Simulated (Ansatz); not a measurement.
Q: Predict a relaxed structure of Me2Se2 (C₂H₆Se₂), charge 0, singlet, at r2SCAN-D4/def2-SVP (Ansatz).

A: 
```xyz
10

C    -0.7770    1.6554   -0.8713
Se   -1.7081    0.2127    0.0775
Se   -0.1236   -0.3468    1.6833
C     0.9652   -1.6417    0.6903
H     0.1231    1.2750   -1.3724
H    -0.5196    2.4601   -0.1706
H    -1.4857    2.0312   -1.6254
H     0.3391   -2.4772    0.3516
H     1.7237   -2.0086    1.3988
H     1.4630   -1.1601   -0.1618
```
Point group C2 (tolerance 0.1 Å). This is one stationary point.
